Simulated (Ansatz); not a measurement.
Two structures of SnH₆SO₂, closed shell, reached by relaxing down either side of one saddle point (PBE0-D4/def2-TZVP). Energies are electronic, without zero-point energy. Computed with Ansatz 0.2.0 (basis: def2-TZVPP and def2-QZVPP); correlated methods freeze the cores. Filled d shells of the heavier atoms are correlated. Core potentials replace the inner electrons of the atoms past krypton. The def2 sets are not built for correlating such inner shells, so the correlated values are less sure here. Extrapolation: Hartree–Fock as exp(−7.88 √X), correlation as X^−2.97. First:

Sn1  (-0.712, -0.365, -1.261)
S2  (0.744, -1.641, 0.206)
H3  (0.319, 0.638, -2.162)
H4  (-1.465, -1.519, -2.274)
H5  (-1.875, 0.461, -0.341)
H6  (0.600, 0.106, 1.722)
O7  (0.520, 1.043, 1.995)
O8  (0.603, 1.689, 0.729)
H9  (-0.235, -2.452, 0.640)
H10  (1.501, 2.041, 0.746)
(Å)

Second:

```json
{"atom": "Sn1", "x (Å)": "-0.9137", "y (Å)": "0.4577", "z (Å)": "-0.9801"}
{"atom": "S2", "x (Å)": "1.5127", "y (Å)": "-2.2885", "z (Å)": "0.2338"}
{"atom": "H3", "x (Å)": "0.3614", "y (Å)": "0.3923", "z (Å)": "-2.0972"}
{"atom": "H4", "x (Å)": "-1.8442", "y (Å)": "-0.9604", "z (Å)": "-0.8653"}
{"atom": "H5", "x (Å)": "-1.8593", "y (Å)": "1.8679", "z (Å)": "-1.1371"}
{"atom": "H6", "x (Å)": "1.1426", "y (Å)": "-1.1416", "z (Å)": "0.8426"}
{"atom": "O7", "x (Å)": "-0.0930", "y (Å)": "0.5984", "z (Å)": "0.8536"}
{"atom": "O8", "x (Å)": "0.7315", "y (Å)": "1.7779", "z (Å)": "0.7669"}
{"atom": "H9", "x (Å)": "0.5837", "y (Å)": "-3.0035", "z (Å)": "0.8857"}
{"atom": "H10", "x (Å)": "0.3783", "y (Å)": "2.2997", "z (Å)": "1.4971"}
```

(1) Which bonds change from the first to the second?

(2) Give the saddle point's structure and its height above each. (Judge from chemistry; the value comes from the calculation.)

The T1 diagnostic stays at or below 0.015.

Answers

(1) SnH₄S ([SH][SnH3]) + H₂O₂ ([OH][OH]) → SnH₄O₂ ([OH][O][SnH3]) + H₂S; bonds formed: Sn1–O7, S2–H6; bonds broken: Sn1–S2, H6–O7.

(2) By the calculation: 117.1 kJ/mol above the first and 65.6 kJ/mol above the second (CCSD(T) at an estimated basis limit (MP2 extrapolated from triple and quadruple zeta, plus CCSD(T) − MP2 in triple zeta)).
```
10
angstrom
Sn -0.7263 0.0426 -1.0223
S 1.1412 -1.9064 0.0068
H 0.3345 0.0907 -2.3471
H -1.9015 -1.1857 -0.9604
H -1.5249 1.5604 -0.8859
H 0.9851 -0.4637 0.7422
O 0.2439 0.4826 0.8541
O 0.7880 1.7934 0.9709
H 0.3030 -2.5130 0.8626
H 0.3568 2.0991 1.7790
```

Labels in which every atom is bracketed show which atoms are joined, not bond orders.

For scale, one of the runs: CCSD(T)/def2-TZVPP, 238 basis functions, launched by `ansatz run in.yaml --threads 8 --pin off --events-out ev --progress --plain --max-ram 19148MiB`. The run took 100 s on 8 CPU threads of an Intel Xeon Platinum 8259CL (shared host), with 5 GiB of host memory at its peak.
